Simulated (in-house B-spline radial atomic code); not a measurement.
As³⁺ is squeezed into an impenetrable sphere of radius R (the orbitals vanish at R). Computed with a B-spline radial code for spherical atoms: scalar-relativistic (X2C) Hartree-Fock, spin-polarised, averaged over the determinants with the given up and down occupations, Fermi nucleus of rms radius 4.0968 fm.

Energies in eV above the free ion in [Ar] 3d10 4s2:

```
R (bohr)  highest level (eV)  [Ar] 3d10 4s2  [Ar] 3d9 4s2 4f1  [Ne] 3s2 3p5 3d10 4s2 4f1
    8.39               -48.1              0             72.13                        177
    5.91               -48.1       0.003154             73.84                      178.7
    5.47               -48.1        0.01135             74.72                      179.6
    4.07               -47.7         0.5084              81.5                      186.4
    3.57               -46.9          1.755             87.58                      192.4
    3.06               -44.5           5.88             99.75                      204.6
    2.76               -41.2          11.83             112.9                      217.7
    2.02               -12.8           71.2             206.6                      311.6
    1.71                26.8          166.7             329.9                      436.1
    1.43                 109          396.6             599.6                      708.6
```

(1) Does [Ar] 3d9 4s2 4f1 fall below [Ar] 3d10 4s2 under compression?

(2) Does [Ne] 3s2 3p5 3d10 4s2 4f1 fall below [Ar] 3d10 4s2 under compression?

The highest level is first positive in the row R = 1.71 bohr, pushed up by confinement above the zero of the free ion's potential. Each configuration is held fixed and needn't be the lowest in the sphere.

Results:

(1) No, it stays above over the whole range.

(2) No, it stays above over the whole range.
